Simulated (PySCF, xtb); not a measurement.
C₄H₅BF₂, SMILES C=C1C[C@@H](F)B1F.

Harmonic wavenumbers (cm⁻¹) from xtb with GFN2-xTB at its own minimum, in rising order: 59, 134, 220, 260, 327, 458, 535, 557, 643, 704, 867, 914, 926, 949, 1010, 1064, 1095, 1148, 1172, 1223, 1279, 1381, 1414, 1437, 1698, 2916, 2997, 3007, 3078, 3114.

Question: What does PBE0-D3(BJ)/def2-SVP in PySCF give at its own minimum? (The exact figures need the calculation; the answer reports its results.)

Answer: 82, 164, 230, 250, 336, 492, 544, 597, 660, 750, 864, 916, 971, 982, 1015, 1076, 1156, 1177, 1208, 1245, 1361, 1425, 1427, 1499, 1760, 3043, 3059, 3128, 3146, 3248. Paired by order, the mean absolute difference is 42 cm⁻¹ and the zero-point energies are 52.3 and 54.1 kcal/mol.
